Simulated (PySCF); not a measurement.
C5H14NSi (SMILES [CH2][Si](C)(C)N(C)C), doublet, at a GFN2-xTB geometry; PySCF with HF/STO-3G.

Input for PySCF:
```python
from pyscf import gto, scf

mol = gto.M(
    atom='''
C    -0.52010405   -0.73735283   -1.95420073
Si   -0.60453952   -0.04825465   -0.23797418
C    -1.59335513   -1.20417502    0.90345873
C    -1.37106188    1.69217890   -0.24854698
N     0.97634828    0.12744080    0.50880763
C     1.69559356   -1.02444080    0.98386991
C     1.86511903    1.18437909    0.10532634
H    -0.32294206   -0.12088686   -2.81544969
H    -0.45139548   -1.79456139   -2.14975667
H    -1.44128637   -0.97010406    1.95223950
H    -2.65451044   -1.11761729    0.69682096
H    -1.32170075   -2.24325751    0.74988302
H    -0.97319634    2.29755558   -1.05619549
H    -1.19639159    2.22073477    0.68310436
H    -2.44372917    1.62874213   -0.39552542
H     2.35049052   -1.44614525    0.21105086
H     0.99547720   -1.79012359    1.30147696
H     2.32116777   -0.74202936    1.83591899
H     2.52846275    0.87273115   -0.71126696
H     1.28970967    2.04355716   -0.22334432
H     2.49181051    1.48134794    0.95158531
''',
    basis='sto-3g',
    spin=1,
    verbose=4,
)

mf = scf.UHF(mol)
mf.kernel()
```

Output, abridged:

```
PySCF version 2.14.0

[INPUT] verbose = 4
[INPUT] num. atoms = 21
[INPUT] num. electrons = 65
[INPUT] charge = 0
[INPUT] spin (= nelec alpha-beta = 2S) = 1
[INPUT] symmetry False subgroup None
[INPUT] Mole.unit = angstrom
[INPUT] Symbol           X                Y                Z      unit          X                Y                Z       unit  Magmom
[INPUT]  1 C     -0.520104050000  -0.737352830000  -1.954200730000 AA   -0.982854210777  -1.393394905873  -3.692904172125 Bohr   0.0
[INPUT]  2 Si    -0.604539520000  -0.048254650000  -0.237974180000 AA   -1.142414124276  -0.091188072737  -0.449706024918 Bohr   0.0
[INPUT]  3 C     -1.593355130000  -1.204175020000   0.903458730000 AA   -3.011004814871  -2.275560993843   1.707289564547 Bohr   0.0
[INPUT]  4 C     -1.371061880000   1.692178900000  -0.248546980000 AA   -2.590931453031   3.197754674768  -0.469685721288 Bohr   0.0
[INPUT]  5 N      0.976348280000   0.127440800000   0.508807630000 AA    1.845030851390   0.240828209095   0.961507070789 Bohr   0.0
[INPUT]  6 C      1.695593560000  -1.024440800000   0.983869910000 AA    3.204207446976  -1.935912542830   1.859244672100 Bohr   0.0
[INPUT]  7 C      1.865119030000   1.184379090000   0.105326340000 AA    3.524564156414   2.238152107762   0.199037936303 Bohr   0.0
[INPUT]  8 H     -0.322942060000  -0.120886860000  -2.815449690000 AA   -0.610272047503  -0.228443057459  -5.320428831592 Bohr   0.0
[INPUT]  9 H     -0.451395480000  -1.794561390000  -2.149756670000 AA   -0.853013831067  -3.391229540819  -4.062451340757 Bohr   0.0
[INPUT] 10 H     -1.441286370000  -0.970104060000   1.952239500000 AA   -2.723636506369  -1.833230985729   3.689197984558 Bohr   0.0
[INPUT] 11 H     -2.654510440000  -1.117617290000   0.696820960000 AA   -5.016297726399  -2.111990590179   1.316800772257 Bohr   0.0
[INPUT] 12 H     -1.321700750000  -2.243257510000   0.749883020000 AA   -2.497652436132  -4.239142320774   1.417073533262 Bohr   0.0
[INPUT] 13 H     -0.973196340000   2.297555580000  -1.056195490000 AA   -1.839074548029   4.341750802166  -1.995920210101 Bohr   0.0
[INPUT] 14 H     -1.196391590000   2.220734770000   0.683104360000 AA   -2.260852442833   4.196580510599   1.290880154896 Bohr   0.0
[INPUT] 15 H     -2.443729170000   1.628742130000  -0.395525420000 AA   -4.617978853911   3.077876553241  -0.747434719104 Bohr   0.0
[INPUT] 16 H      2.350490520000  -1.446145250000   0.211050860000 AA    4.441783341187  -2.732818458841   0.398828323754 Bohr   0.0
[INPUT] 17 H      0.995477200000  -1.790123590000   1.301476960000 AA    1.881179271249  -3.382843314223   2.459435011832 Bohr   0.0
[INPUT] 18 H      2.321167770000  -0.742029360000   1.835918990000 AA    4.386371374467  -1.402232266786   3.469384077988 Bohr   0.0
[INPUT] 19 H      2.528462750000   0.872731150000  -0.711266960000 AA    4.778102113665   1.649222853877  -1.344099755852 Bohr   0.0
[INPUT] 20 H      1.289709670000   2.043557160000  -0.223344320000 AA    2.437198056503   3.861763352294  -0.422059596277 Bohr   0.0
[INPUT] 21 H      2.491810510000   1.481347940000   0.951585310000 AA    4.708839418213   2.799341901789   1.798235620059 Bohr   0.0

nuclear repulsion = 402.238056344017
number of shells = 37
number of NR pGTOs = 159
number of NR cGTOs = 53
basis = sto-3g
ecp = {}

******** <class 'pyscf.scf.uhf.UHF'> ********
method = UHF
initial guess = minao
damping factor = 0
level_shift factor = 0
DIIS = <class 'pyscf.scf.diis.CDIIS'>
diis_start_cycle = 1
diis_space = 8
diis_damp = 0
SCF conv_tol = 1e-09
SCF conv_tol_grad = None
SCF max_cycles = 50
direct_scf = True
direct_scf_tol = 1e-13
number electrons alpha = 33  beta = 32
Set gradient conv threshold to 3.16228e-05
init E= -535.273867533897

cycle= 1 E= -534.478538758343  delta_E= 0.795  |g|= 0.272  |ddm|= 3.74
cycle= 2 E= -534.539950877679  delta_E= -0.0614  |g|= 0.0788  |ddm|= 0.502
cycle= 3 E= -534.545822615148  delta_E= -0.00587  |g|= 0.029  |ddm|= 0.148
cycle= 4 E= -534.546931499194  delta_E= -0.00111  |g|= 0.0104  |ddm|= 0.0705
cycle= 5 E= -534.547131588155  delta_E= -0.0002  |g|= 0.00502  |ddm|= 0.0297
cycle= 6 E= -534.547189188442  delta_E= -5.76e-05  |g|= 0.00103  |ddm|= 0.0226
cycle= 7 E= -534.547191288796  delta_E= -2.1e-06  |g|= 0.000272  |ddm|= 0.00407
cycle= 8 E= -534.54719142075  delta_E= -1.32e-07  |g|= 0.000107  |ddm|= 0.000909
cycle= 9 E= -534.547191443879  delta_E= -2.31e-08  |g|= 4.49e-05  |ddm|= 0.000401
cycle= 10 E= -534.547191448195  delta_E= -4.32e-09  |g|= 1.8e-05  |ddm|= 0.000174
cycle= 11 E= -534.547191448932  delta_E= -7.37e-10  |g|= 5.72e-06  |ddm|= 7.84e-05
Extra cycle  E= -534.547191448975  delta_E= -4.3e-11  |g|= 3.59e-06  |ddm|= 1.14e-05
converged SCF energy = -534.547191448975  <S^2> = 0.76559193  2S+1 = 2.0155316
```
